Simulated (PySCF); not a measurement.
Nuclear quadrupole coupling in `C/C=C\P1(=O)CC=CC1`

C7H11OP.
Cartesian coordinates in Å at the GFN2-xTB level; atoms count from 1:
```
atom  x, y, z in Å
C1     2.6624   -0.9272    0.4317
C2     2.2340    0.0275   -0.6230
C3     1.0681    0.6593   -0.6431
P4    -0.2013    0.4686    0.6438
O5     0.2354    0.6467    2.0358
C6    -1.5891    1.5367    0.0607
C7    -2.2988    0.6583   -0.9186
C8    -2.0607   -0.6419   -0.8361
C9    -1.1081   -1.0904    0.2252
H10    1.9067   -1.0021    1.2089
H11    3.5984   -0.5904    0.8767
H12    2.8415   -1.9123   -0.0003
H13    2.9502    0.2005   -1.4200
H14    0.8179    1.3315   -1.4522
H15   -1.2593    2.4839   -0.3694
H16   -2.2198    1.7627    0.9267
H17   -2.9736    1.0951   -1.6383
H18   -2.5225   -1.3726   -1.4818
H19   -1.6337   -1.4269    1.1246
H20   -0.4527   -1.8964   -0.1073
```

Field gradients from the PBE0/pcSseg-1 density (PySCF, non-relativistic), principal values in atomic units, ordered |Vxx| ≤ |Vyy| ≤ |Vzz|:

```
atom      Vxx      Vyy     Vzz
  O5  -0.3499  -0.4957  0.8456
```

Problem. Find the asymmetry η = (Vxx − Vyy)/Vzz and the couplings χ = eQV/h (234.96 MHz × Q in barn × V in au), with Q(17O) = −0.0256 b.

Solution. 
```tsv
atom	environment	nucleus	η	χzz (MHz)	χxx (MHz)	χyy (MHz)
O5	phosphoryl oxygen	17O	0.17	-5.09	2.10	2.98
```

The tensor is traceless: Vxx + Vyy + Vzz = 0.

Problem. What is Vzz at O5 in SI units (1 au = 9.71736 × 10²¹ V/m²)?

Solution. 0.8456 au = 8.217 × 10²¹ V/m².

Problem. What couplings would deuterons (Q(2H) = 0.00286 b) have in place of the hydrogens, at this geometry?

Solution. 
```tsv
atom	bonded to	bond length (Å)	Vzz (au)	η	χzz (kHz)
H10	C1	1.087	0.3027	0.07	203
H11	C1	1.090	0.3111	0.03	209
H12	C1	1.090	0.3104	0.02	209
H13	C2	1.085	0.3162	0.04	212
H14	C3	1.081	0.3296	0.07	221
H15	C6	1.091	0.3087	0.01	207
H16	C6	1.095	0.3010	0.01	202
H17	C7	1.079	0.3323	0.05	223
H18	C8	1.079	0.3322	0.05	223
H19	C9	1.095	0.3016	0.01	203
H20	C9	1.091	0.3096	0.02	208
```

Isolated species at its GFN2-xTB geometry (one conformer only). GFN2-xTB bond lengths can be off by several hundredths of an ångström, more for odd bonds, and the gradients follow them. These gradients aren't converged with respect to the basis.
